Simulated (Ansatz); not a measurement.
`FC1=CO[SiH2][SiH2]1` from Hartree–Fock to CCSD(T)

| atom | x (Å) | y (Å) | z (Å) |
| --- | --- | --- | --- |
| F1 | -1.222 | 2.300 | -0.612 |
| C2 | -0.576 | 1.132 | -0.394 |
| C3 | 0.059 | 0.556 | -1.424 |
| O4 | 0.739 | -0.610 | -1.328 |
| Si5 | 0.771 | -1.358 | 0.187 |
| Si6 | -0.516 | 0.272 | 1.261 |
| H7 | 0.070 | 0.995 | -2.417 |
| H8 | 2.187 | -1.490 | 0.608 |
| H9 | 0.176 | -2.710 | 0.048 |
| H10 | -1.851 | -0.154 | 1.755 |
| H11 | 0.164 | 1.067 | 2.316 |

The species carries charge 0 and has multiplicity 1. Geometry: relaxed with PBE0-D4/def2-TZVP. Frozen core, restricted reference, Ansatz 0.2.0. CBS rows extrapolate triple and quadruple zeta; past MP2 they add the triple-zeta difference.

| basis | HF (Eh) | MP2 corr. |
| --- | --- | --- |
| def2-SVP | -830.41825 | -0.80528 |
| def2-TZVPP | -830.93583 | -1.02345 |
| def2-QZVPP | -830.96502 | -1.10504 |

Task: Estimate the CCSD correlation energy and the (T) correction in each basis where they were run (hartree).

Result: 
| basis | CCSD corr. | (T) |
| --- | --- | --- |
| def2-SVP | -0.85784 | -0.02646 |
| def2-TZVPP | -1.06646 | -0.04421 |
| CBS(def2) | -1.20850 | as TZ |
